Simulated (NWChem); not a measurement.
PbNH2Br, singlet; SMILES [NH2][Pb][Br]

```xyz
5

Pb     0.2194     0.7129     0.0000
Br     0.0029    -1.9320     0.0000
N     -1.8838     1.0037     0.0000
H     -2.5441     0.2306     0.0000
H     -2.3598     1.9015     0.0000
```
Atoms are numbered in this order, from 1.

Program: NWChem. Low-valent species are run as closed-shell singlets; no triplet was tried in these runs. The geometry was optimised at PBE0/def2-SVP. def2 effective core potentials on Pb; no spin-orbit coupling. LC-ωPBE (HJS hole) with def2-SVP; x = 1 − exp(−ω/0.25 bohr⁻¹) is a scale chosen for this fit.

```csv
row,x,−ε(HOMO) (eV)
ω = 0.05,0.181,6.48
ω = 0.10,0.330,7.18
ω = 0.15,0.451,7.79
ω = 0.25,0.632,withheld
```

Fit a straight line of the last column on the one before it, predict the withheld value, and compare with the run.


1. Means of the 3 shown rows: x = 0.3207, y = 7.150. Slope Σ(x − x̄)(y − ȳ)/Σ(x − x̄)² = 0.1773/0.03658 = 4.846; intercept 5.596.
2. The shown rows scatter about the line by 0.011 (root mean square); the largest residual is -0.02, at ω = 0.10.
3. At x = 0.632 (ω = 0.25; beyond the shown range) the line gives 8.66.
4. The run gives 8.74, +0.08 from the line.
